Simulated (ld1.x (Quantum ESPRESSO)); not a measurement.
antimony (Sb): variants of one TM potential

Base potential:

antimony (Sb), norm-conserving Troullier–Martins (Kleinman–Bylander form), made with ld1.x (Quantum ESPRESSO) 7.5 (LDA (PZ), scalar-relativistic). Core [Kr] 4d10, reference 5s2 5p3. Waves: 5p (bound): rc 1.65 bohr; 5s (bound): rc 2.05 bohr. Local part: the s channel. Core correction: a·sin(br)/r model core inside 1.15 bohr.

Cutoffs, loose and tight: the cutoffs (Ry, on a coarse ladder) from which the occupation-weighted sum of valence levels, in a spherical-Bessel basis at the reference potential, stays within 10 and 1 mRy of its value at 400 Ry. They do not see the model core or the augmentation charge, which bear on the density cutoff. Test errors are all-electron minus pseudo excitation energies from the reference, over the configurations 5s2 5p2; 5s2 5p1; 5s2 5p0; 5s1 5p4; 5s0 5p5; 5s2 5p2.5; 5s1 5p3 (two spin-polarised tests are not counted in the largest error). A dash means not determined; rows that change the core or the reference have their own tests.

A true bound ghost makes a file unfit for plane-wave use even where its test errors are small: the radial tests pick states by their node count and pass the ghost by.

```tsv
change	outcome	cutoff, loose	cutoff, tight	bound ghosts	largest test error (meV)
base	generated	45 Ry	100 Ry	p	-156
core correction none	generated	45 Ry	100 Ry	p	+117
core correction a·sin(br)/r model core inside 0.66 bohr	generated	45 Ry	100 Ry	p	-157
core correction a·sin(br)/r model core inside 0.88 bohr	generated	45 Ry	100 Ry	p	-157
core correction a·sin(br)/r model core inside 1.06 bohr	generated	45 Ry	100 Ry	p	-157
core correction a·sin(br)/r model core inside 1.24 bohr	generated	45 Ry	100 Ry	p	-156
core correction a·sin(br)/r model core inside 1.44 bohr	generated	45 Ry	100 Ry	p	-155
core correction a·sin(br)/r model core inside 1.62 bohr	generated	45 Ry	100 Ry	p	-153
core correction a·sin(br)/r model core inside 1.74 bohr	generated	45 Ry	100 Ry	p	-150
core correction a·sin(br)/r model core inside 1.94 bohr	generated	45 Ry	100 Ry	p	-138
```
